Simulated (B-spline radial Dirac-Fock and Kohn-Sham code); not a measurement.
**Relativistic shifts of the levels of Pt⁶²⁺**

System: Pt⁶²⁺, configuration [Ne] 3s2 3p4.

Both columns are ΔSCF binding energies of the configuration average from a radial finite-basis atomic code: non-relativistic Hartree-Fock with a point nucleus, and Dirac-Fock with a finite nucleus and the Coulomb interaction alone, averaged over the two j levels with weights 2j+1.

```
shell  Hartree-Fock (eV)  Dirac-Fock (eV)  shift (eV)  shift (%)
   1s            76609.3          83891.2    +7281.89      +9.51
   2s            16756.3          18808.6    +2052.36     +12.25
   3s             6834.1           7463.8     +629.67      +9.21
   3p             6666.2           6947.0     +280.82      +4.21
```

Relativity binds 1s, 2s, 3s, 3p more strongly, among those listed most of all 2s in relative terms.

Values without a named source are computed, but for edge energies of neutral atoms, which are taken from tables.
